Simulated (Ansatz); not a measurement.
`[NH2][Ga]([SH])[SiH2]F` and `[NH2][Ga]([F])[SH]` differ in one atom or group.

Ansatz, PBE0-D4/def2-TZVP geometries, multiplicity 1. Each molecule was computed in one conformer, which needn't be the lowest.

Scalar relativity is left out up to krypton.

```tsv
property	`[NH2][Ga]([SH])[SiH2]F`
HOMO–LUMO gap (B3LYP/def2-TZVPP) / eV	5.72
LUMO energy (PBE/def2-TZVPP) / eV	-1.81
LUMO energy (ωB97M-V/def2-TZVPP) / eV	0.64
size of the dipole moment (PBE/def2-TZVPP) / D	1.52
size of the dipole moment (ωB97M-V/def2-TZVPP) / D	1.38
HOMO–LUMO gap (ωB97M-V/def2-TZVPP) / eV	10.14
```

Give the same properties after the change, and the shifts. (Best estimate.)

The calculation gave: 
```json
{"property": "HOMO–LUMO gap (B3LYP/def2-TZVPP) / eV", "`[NH2][Ga]([F])[SH]`": "6.37", "shift": "0.65"}
{"property": "LUMO energy (PBE/def2-TZVPP) / eV", "`[NH2][Ga]([F])[SH]`": "-1.61", "shift": "0.20"}
{"property": "LUMO energy (ωB97M-V/def2-TZVPP) / eV", "`[NH2][Ga]([F])[SH]`": "1.09", "shift": "0.45"}
{"property": "size of the dipole moment (PBE/def2-TZVPP) / D", "`[NH2][Ga]([F])[SH]`": "1.91", "shift": "0.39"}
{"property": "size of the dipole moment (ωB97M-V/def2-TZVPP) / D", "`[NH2][Ga]([F])[SH]`": "1.93", "shift": "0.55"}
{"property": "HOMO–LUMO gap (ωB97M-V/def2-TZVPP) / eV", "`[NH2][Ga]([F])[SH]`": "11.00", "shift": "0.86"}
```

With PBE0 the HOMO falls by 0.37 eV and the LUMO rises by 0.42 eV, so the gap widens by about 0.79 eV. PBE moves the HOMO by -0.31 eV and ωB97M-V by -0.41 eV. Dipoles are sizes alone; their direction can turn.

B3LYP here is the variant with VWN-RPA as its local correlation; programs differ in this.
